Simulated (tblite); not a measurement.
C5H11PSi.
SMILES with atom numbers: `[CH2:1]=[CH:2][P:3]1[CH2:4][CH2:5][C@H:6]1[SiH3:7]` (hydrogens: H8, H9 on C1; H10 on C2; H11, H12 on C4; H13, H14 on C5; H15 on C6; H16, H17, H18 on Si7)

Cartesian coordinates in Å at the GFN2-xTB level; atoms count from 1:
```xyz
18
C5H11PSi angstrom
C      2.720    0.098   -0.835
C      2.027   -0.719   -0.058
P      0.709   -0.185    1.085
C     -0.549   -1.504    0.641
C     -1.012   -0.714   -0.585
C     -0.449    0.647   -0.148
Si    -1.706    1.772    0.726
H      2.496    1.151   -0.894
H      3.535   -0.248   -1.451
H      2.295   -1.768    0.016
H     -1.319   -1.563    1.411
H     -0.155   -2.503    0.455
H     -0.515   -1.072   -1.489
H     -2.090   -0.733   -0.761
H      0.076    1.190   -0.936
H     -2.810    2.032   -0.204
H     -2.228    1.106    1.921
H     -1.035    3.019    1.096
```

Level: GFN2-xTB in tblite, geometry and Hessian alike; calculated harmonic values, unscaled, isolated species. The method is semi-empirical: single wavenumbers can be off by several per cent or more. Modes of hydrogen on silicon can be 10 to 20 % off. One conformer, not necessarily the lowest.

Harmonic wavenumbers (cm⁻¹): 68.0, 92.8, 101.9, 128.4, 160.4, 236.0, 276.3, 357.9, 486.5, 508.2, 545.0, 607.3, 669.5, 687.8, 722.5, 743.5, 763.8, 785.9, 790.3, 827.9, 887.3, 929.7, 994.2, 1001.8, 1012.5, 1040.2, 1053.6, 1063.0, 1159.1, 1203.7, 1217.9, 1239.7, 1279.9, 1400.8, 1441.7, 1492.2, 1649.8, 2238.3, 2259.9, 2269.4, 2940.6, 2945.8, 2968.9, 2979.0, 2983.0, 3008.0, 3080.1, 3100.2.

A = 2948, B = 1211, C = 1075 MHz; mass 130.037 u (most abundant isotopes); point group C1, symmetry number 1.

Q: What is the zero-point energy?

A: ½Σν̃ = 30200 cm⁻¹ = 86.35 kcal/mol.

Q: Give the ideal-gas entropy at 273.15 K and 1 bar in the rigid-rotor, harmonic-oscillator model (classical rotation).

A: Translation 40.09, rotation 28.56, vibration 24.19: S = 92.8 cal/(mol K).

Q: And Cp and H(273.15 K) − H(0)?

A: Cp = 35.00 cal/(mol K), of which vibrations give 27.05 (their classical limit is 48 R = 95.4); H(273.15 K) − H(0) = 5.77 kcal/mol without the zero-point energy, 3.60 from vibrations.

Q: Blend soft modes into free rotors: weight 1/[1 + (100 cm⁻¹/ν̃)⁴] for the oscillator and the rest for a rotor with moment μB/(μ + B), μ = h/(8π²ν), B = 10⁻⁴⁴ kg m². What vibrational entropy results?

A: 22.81 cal/(mol K) in place of 24.19, which changes −T·S at 273.15 K by +0.38 kcal/mol.

Q: What must be added to the electronic energy to get the Gibbs energy at 273.15 K and 1 bar?

A: ZPE + [H(273.15 K) − H(0)] − T·S = 86.35 + 5.77 − 25.36 = 66.76 kcal/mol.

Q: Which modes carry the vibrational entropy at 273.15 K?

A: 68.0 cm⁻¹: 4.04; 92.8 cm⁻¹: 3.43; 101.9 cm⁻¹: 3.25; 128.4 cm⁻¹: 2.80; 160.4 cm⁻¹: 2.38; 236.0 cm⁻¹: 1.68 cal/(mol K); the other 42 give 6.61 together.

Q: How do the functions run with temperature in this model?

A: 
| T (K) | S (cal/(mol K)) | Cp (cal/(mol K)) | H − H(0) (kcal/mol) | G − H(0) (kcal/mol) | ln q(vib) |
| --- | --- | --- | --- | --- | --- |
| 50 | 57.4 | 12.8 | 0.48 | -2.39 | 0.32 |
| 100 | 68.1 | 18.0 | 1.26 | -5.54 | 1.38 |
| 298.15 | 96.0 | 37.7 | 6.68 | -21.95 | 6.15 |
| 373.15 | 105.3 | 45.3 | 9.80 | -29.50 | 7.99 |
| 500 | 120.1 | 55.8 | 16.23 | -43.81 | 11.13 |
| 750 | 145.6 | 69.9 | 32.09 | -77.12 | 17.16 |
| 1000 | 167.1 | 79.1 | 50.80 | -116.28 | 22.78 |

q(vib) and H(0) count from the zero-point level.

Hindered rotation and anharmonicity are outside this model. Other conformers, if any are populated, would add a mixing term that is left out. The structure is chiral; the term R ln 2 for an equal mix with its mirror image is left out.
